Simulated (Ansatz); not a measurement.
## Ansatz (development build ahead of 0.2.0) run

```yaml
crystal:
  periodic: [false, false, false]
  atoms:
    - { symbol: H, position_ang: [0.13325, -0.04198, -1.74311] }
    - { symbol: H, position_ang: [-0.08324, 0.17947, -0.82065] }
    - { symbol: H, position_ang: [-0.12261, 0.08185, 0.98515] }
    - { symbol: H, position_ang: [0.12088, 0.01329, 1.75878] }
basis:
  gaussian: { orbitals: def2-SVP }
hamiltonian:
  xc: hf
output:
  forces: true
```

The input is written out in the form of the current development build from the run's settings.

Output:

| Item | Value |
| --- | --- |
| Converged | yes |
| Total energy | -2.22708 hartree |

Forces (eV/Å):
| atom | Fx | Fy | Fz |
| --- | --- | --- | --- |
| H1 | -1.059 | 1.081 | 4.417 |
| H2 | 1.065 | -1.070 | -4.729 |
| H3 | 0.650 | -0.198 | 2.307 |
| H4 | -0.656 | 0.187 | -1.995 |

Caution: stretched shape with no unrestricted run beside it, a lower state can exist.
